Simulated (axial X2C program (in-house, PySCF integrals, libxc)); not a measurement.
Spin–orbit effects down a group: molecules with Cl, PBE0

All values come from calculations with an in-house relativistic program for diatomic molecules, spin-free (one-electron X2C) or two-component (2c: spin–orbit coupling with atomic mean-field Coulomb and Gaunt terms, which also bring small scalar terms), in Dyall basis sets with cores contracted in-house; open shells are unrestricted.

Basis sets: Cl dyall-av3z, Hf dyall-cv3z, Ti dyall-cv3z, Zr dyall-cv3z.

```json
{"molecule": "TiCl", "spin-free state": "M_S = 3/2, Λ = 3", "Re (Å)": "2.253", "ωe (cm⁻¹)": "410.4", "De (eV)": "4.61", "2c state": "Ω = 3/2", "Re 2c (Å)": "2.253", "ωe 2c (cm⁻¹)": "410.4", "De 2c (eV)": "n/a"}
{"molecule": "ZrCl", "spin-free state": "M_S = 3/2, Λ = 0", "Re (Å)": "2.328", "ωe (cm⁻¹)": "388.2", "De (eV)": "5.01", "2c state": "Ω = 3/2", "Re 2c (Å)": "2.328", "ωe 2c (cm⁻¹)": "388.1", "De 2c (eV)": "n/a"}
{"molecule": "HfCl", "spin-free state": "M_S = 1/2, Λ = 2", "Re (Å)": "2.289", "ωe (cm⁻¹)": "378.7", "De (eV)": "4.98", "2c state": "Ω = 3/2", "Re 2c (Å)": "2.292", "ωe 2c (cm⁻¹)": "376.9", "De 2c (eV)": "n/a"}
```

Task: Work out the shifts from the spin-free to the two-component result.

Result: 

```csv
molecule,2c state,ΔRe (Å),Δωe (cm⁻¹),ΔDe (eV)
TiCl,Ω = 3/2,0.000,0.0,n/a
ZrCl,Ω = 3/2,0.000,-0.1,n/a
HfCl,Ω = 3/2,0.003,-1.8,n/a
```

Shifts of one unit in the last digit are rounding.

Each entry is the lowest single determinant of a limited PBE0 search at one distance. De goes to single-determinant-based atoms at the same level (for ions the charge split of lowest energy) and is withheld (n/a) where an atom does not fit its ground term or J level. Main or longest-lived isotopes. One determinant is a doubtful description, or other states lie close, for TiCl, ZrCl, HfCl; these need not be ground states, and all values refer to the states named. With several unpaired electrons the Ω given is that of one determinant, not necessarily of the lowest component. The functionals have no current term, which raises determinants with orbital currents.
